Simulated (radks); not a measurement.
Polarisability of the iodine ion I5+, [Kr] 4d10 5s2, at imaginary frequency. All-electron calculation, non-relativistic Kohn-Sham, LDA (Slater exchange, Perdew-Wang correlation), spin-polarised, spherical densities, point nucleus; relativity is left out, which matters for an element this heavy. Program: a radial shooting solver on a logarithmic mesh with Libxc functionals. Response by self-consistent Sternheimer equations with the Hartree and adiabatic LDA kernel.

w (hartree)  alpha1(iw) (bohr^3)  alpha2(iw) (bohr^5)
0.00266                    6.641                13.25
0.0143                     6.637                13.25
0.0360                     6.615                13.23
0.0697                     6.545                13.20
0.118                      6.375                13.10
0.186                      6.026                12.90
0.280                      5.417                12.48
0.413                      4.530                11.70
0.605                      3.486                10.34
0.892                      2.503                8.297
1.35                       1.726                5.780
2.12                       1.137                3.402
3.59                      0.6528                1.679
6.94                      0.2705               0.6409
17.5                     0.06469               0.1334

Static values: alpha1 = 6.641 bohr^3 (0.9841 angstrom^3; uncoupled 12.45), alpha2 = 13.25 bohr^5, alpha3 = 51.99 bohr^7. C6 = 23.97, C8 = 303.5, triple-dipole C9 = 106.2 atomic units. One-pole (London) frequency 4 C6 / (3 alpha1^2) = 0.725 hartree, against 2.468 for minus the highest occupied eigenvalue. The dipole shielding factor is 0.905, as the force sum rule N/Z = 0.906 demands.
